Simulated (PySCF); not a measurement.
## State search for SnP

Unrestricted PBE0; Sn def2-SVPD with ECP28, P def2-SVPD; scalar-relativistic core potentials (PySCF 2.14). Outer shells of the fragments: Sn 4d10 5s2 5p2; P 3s2 3p3.

Followed along the bond (rough minima from three points):

| 2Ms+1 | unpaired | ⟨S²⟩ at the start | R at minimum (Å) | Te (eV) |
| --- | --- | --- | --- | --- |
| 2 | π ↑ | 0.78 | 2.36 | 0.00 |
| 2 | σ ↑ | 0.85 | 2.25 | 0.35 |
| 4 | π ↑↑↑ | 3.76 | none in the scan | ≤ 1.17 |
| 6 | σ ↑, π ↑↑↑↑ | 8.75 | none in the scan | ≤ 2.71 |

Solutions found at the starting distance of 2.415 Å, counted from the lowest of them; the search is not exhaustive and high or unbound solutions are not listed, so other states can lie among these:

| 2Ms+1 | unpaired | term | E (eV) | ⟨S²⟩ | ⟨Lz²⟩ | μ (D) |
| --- | --- | --- | --- | --- | --- | --- |
| 2 | π ↑ | ²Π | 0.00 | 0.78 | 1.01 | -2.39 |
| 2 | σ ↑ | ²Σ⁺ | 0.54 | 0.85 | 0.00 | -2.85 |
| 4 | π ↑↑↑ | ⁴Π | 1.39 | 3.76 | 1.01 | -0.33 |
| 4 | σ ↑, π ↑↑ | mixed | 1.73 | 3.76 | 2.01 | -1.34 |
| 2 | π ↑↑↓ | mixed | 1.77 | 1.76 | 3.03 | -0.32 |
| 4 | σ ↑, π ↑↑ | mixed | 2.15 | 3.76 | 2.01 | -1.57 |

A term symbol is given only where ⟨S²⟩ and ⟨Lz²⟩ are close to those of a pure state; real π, δ and φ orbitals otherwise mix terms. A positive dipole means Sn(−)P(+).

Problem. Compare the gap between the two lowest followed solutions at the starting distance with the gap between their minima.

Solution. At PBE0 the second solution (doublet, unpaired electrons σ ↑) lies +0.54 eV from the first (doublet, unpaired electrons π ↑) at 2.415 Å and +0.35 eV at the minima; the two curves relax by different amounts, since their minima lie near 2.25 and 2.36 Å.

Spin–orbit coupling is left out. Counting both spins, an empty level lies below a filled one in some of these solutions, because spin and occupation are held.
